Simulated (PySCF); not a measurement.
# Correlation energy of As(3+) (arsenic, charge +3)

[Ar] 3d10 4s2, closed-shell 1S. All numbers are calculated (PySCF 2.14, the spin-free X2C one-electron Hamiltonian (Gaussian nucleus), in x2c-SVPall (5s4p3d, 32 functions)). Frozen: [Ar] 3d10; 2 electrons correlated.

Total MP2 correlation energy: -28.18 mhartree.

Same-spin part 0.00 and opposite-spin part -28.18 mhartree; SCS-MP2 scales them by 1/3 and 6/5 to -33.82 mhartree.

With two correlated electrons CCSD is exact within the correlated space (frozen core and kept virtual orbitals).

```json
{"level": "CCSD", "correlation energy (mhartree)": "-40.38"}
```

Diagnostics: T1 = 0.0030, D1 = 0.0042, largest double amplitude 0.101.

Cost of the coupled-cluster step: 0.04 s of wall time on 1 thread of Neoverse-V2 (shared host), for 2 correlated electrons.

Iterations:

```
CC2 = 0
CCSD nocc = 1, nmo = 18
frozen orbitals [0, 1, 2, 3, 4, 5, 6, 7, 8, 9, 10, 11, 12, 13]
max_cycle = 100
direct = 0
conv_tol = 1e-08
conv_tol_normt = 1e-06
diis_space = 8
diis_start_cycle = 0
Init t2, MP2 energy = -2256.63306519719  E_corr(MP2) -0.0281805772205399
Init E_corr(CCSD) = -0.0281805772205744
cycle = 1  E_corr(CCSD) = -0.0361261056134183  dE = -0.00794552839  norm(t1,t2) = 0.040153
cycle = 2  E_corr(CCSD) = -0.038761146489861  dE = -0.00263504088  norm(t1,t2) = 0.0153817
cycle = 3  E_corr(CCSD) = -0.0403858762348723  dE = -0.00162472975  norm(t1,t2) = 0.00619947
cycle = 4  E_corr(CCSD) = -0.0403775824529414  dE = 8.29378193e-06  norm(t1,t2) = 0.000195794
cycle = 5  E_corr(CCSD) = -0.040378968688467  dE = -1.38623553e-06  norm(t1,t2) = 1.05892e-05
cycle = 6  E_corr(CCSD) = -0.0403782846998999  dE = 6.83988567e-07  norm(t1,t2) = 2.03028e-06
cycle = 7  E_corr(CCSD) = -0.0403783392126212  dE = -5.45127214e-08  norm(t1,t2) = 3.17196e-07
cycle = 8  E_corr(CCSD) = -0.0403783525219949  dE = -1.33093737e-08  norm(t1,t2) = 1.23993e-07
cycle = 9  E_corr(CCSD) = -0.0403783584998845  dE = -5.97788957e-09  norm(t1,t2) = 7.67554e-08
CCSD converged
E(CCSD) = -2256.645262978473  E_corr = -0.04037835849988452
```
